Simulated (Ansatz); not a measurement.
Gas-phase electronic energies from Ansatz, PBE0-D4/def2-TZVP geometries. CCSD(T)/CBS adds triple-zeta CCSD(T) − MP2 to the extrapolated MP2 energy (def2 sets, frozen cores). This one scheme is used for every species. Functionals use def2-TZVPP. HSE06 is defined as in plane-wave codes. One conformer a species, not always the lowest.

Reaction (ligand exchange at the Si–O bond): `B[SiH2]O` + `C=N` → `B[SiH2]N=C` + H₂O

```json
{"level": "LDA (SPW92)", "ΔE (kJ/mol)": "41.8", "difference from CCSD(T)/CBS": "-3.6"}
{"level": "BLYP-D4", "ΔE (kJ/mol)": "44.2", "difference from CCSD(T)/CBS": "-1.2"}
{"level": "r2SCANh-D4", "ΔE (kJ/mol)": "47.4", "difference from CCSD(T)/CBS": "2.0"}
{"level": "r2SCAN0-D4", "ΔE (kJ/mol)": "47.4", "difference from CCSD(T)/CBS": "2.0"}
{"level": "BHLYP-D4", "ΔE (kJ/mol)": "48.8", "difference from CCSD(T)/CBS": "3.4"}
{"level": "B2PLYP", "ΔE (kJ/mol)": "49.8", "difference from CCSD(T)/CBS": "4.4"}
{"level": "r2SCAN", "ΔE (kJ/mol)": "48.5", "difference from CCSD(T)/CBS": "3.1"}
{"level": "PBE0", "ΔE (kJ/mol)": "46.2", "difference from CCSD(T)/CBS": "0.8"}
{"level": "HSE06", "ΔE (kJ/mol)": "45.9", "difference from CCSD(T)/CBS": "0.5"}
{"level": "BHLYP", "ΔE (kJ/mol)": "53.3", "difference from CCSD(T)/CBS": "7.9"}
{"level": "CAM-B3LYP", "ΔE (kJ/mol)": "53.0", "difference from CCSD(T)/CBS": "7.6"}
{"level": "LC-ωPBE", "ΔE (kJ/mol)": "49.9", "difference from CCSD(T)/CBS": "4.5"}
{"level": "CCSD/def2-SVP", "ΔE (kJ/mol)": "50.7", "difference from CCSD(T)/CBS": "5.3"}
{"level": "MP2/def2-TZVPP", "ΔE (kJ/mol)": "45.0", "difference from CCSD(T)/CBS": "-0.4"}
{"level": "CCSD/def2-TZVPP", "ΔE (kJ/mol)": "50.2", "difference from CCSD(T)/CBS": "4.8"}
{"level": "MP2/CBS(def2)", "ΔE (kJ/mol)": "42.2", "difference from CCSD(T)/CBS": "-3.2"}
{"level": "CCSD(T)/CBS", "ΔE (kJ/mol)": "45.4", "difference from CCSD(T)/CBS": "0"}
```

Task: What do rigid-rotor, harmonic-oscillator terms from PBE0-D4/def2-TZVP frequencies (298.15 K, 1 bar) make of the CCSD(T)/CBS value? (Estimate.)

Result: Ansatz gave: ΔZPE = -4.8 kJ/mol, ΔH = +42.9 kJ/mol, ΔS = -12 J/(mol·K), ΔG = +46.5 kJ/mol.

Largest T1 diagnostic among the species: 0.013.

In def2-TZVPP, CCSD(T) changes the Hartree–Fock value by −8.8 kJ/mol (the triples alone add −1.9 kJ/mol) and MP2 by −12.1 kJ/mol. Leaving LDA and LC-ωPBE aside and taking each functional with its dispersion term where it has one, the values, not all of them listed here, spread over 10.8 kJ/mol, from revPBE-D4 to CAM-B3LYP-D4. LDA lies −3.2 kJ/mol from PBE without D4.
